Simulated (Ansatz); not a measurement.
Relaxed structures of BH3IO (charge +1), closed shell (PBE0-D4/def2-TZVP; forces vanish, vibrations not checked; lower isomers may exist, and structures with a doubtful reference or unclear bonds are left out; Å). Program: Ansatz 0.2.0. Basis: def2-TZVPP. Cores are frozen in the correlated methods. Filled d shells of the heavier atoms are correlated. Core potentials replace the inner electrons of the atoms past krypton. The def2 sets are not built for correlating such inner shells, so the correlated values are less sure here.

Question: Rank them by CCSD(T) energy, lowest first, and give each one's height above the lowest. Links in brackets join atoms within 1.22 times the sum of their covalent radii (1.1 for two metals). (To be estimated.)
A.
BH₃IO ([OH2][BH][I]), total charge +1
```
6
angstrom
O -0.6281 -0.3987 0.2860
B 0.6478 0.1770 -0.1378
I 0.5762 1.8735 -1.2732
H -1.4861 -0.0031 0.0459
H -0.6838 -1.2055 0.8284
H 1.5739 -0.4433 0.2508
```
B.
BH₃IO ([OH][BH][IH]), total charge +1
```
6
angstrom
O -0.5702 -0.2569 0.4526
B 0.4277 0.1250 -0.2879
I -0.0259 2.1350 -1.2398
H 1.3970 2.2045 -2.0149
H -0.5156 -1.1010 0.9226
H 1.4883 -0.3135 -0.5767
```
C.
BH₃IO ([BH2][OH][I]), total charge +1
```
6
angstrom
O 0.5053 0.1634 -0.1245
B -0.6990 -0.4375 0.3140
I 0.7335 1.8728 -1.2774
H -1.6908 0.1068 -0.0216
H -0.5271 -1.4136 0.9634
H 1.3485 -0.2500 0.1278
```

Answer: By the calculation: A (0.0 kJ/mol), B (7.5 kJ/mol), C (193.7 kJ/mol). Heights count from the lowest.

No T1 diagnostic of these runs exceeds 0.013. The restricted Hartree–Fock reference is unstable towards an unrestricted one at one or more of these structures.

For scale, one of the runs: CCSD(T)/def2-TZVPP, 154 basis functions, launched by `ansatz run in.yaml --threads 2 --pin off --events-out ev --progress --plain --max-ram 4352MiB`. Time: 43 s of wall clock on 2 CPU threads of an Arm Neoverse V1; the host was shared. Peak host memory: 1.2 GiB.
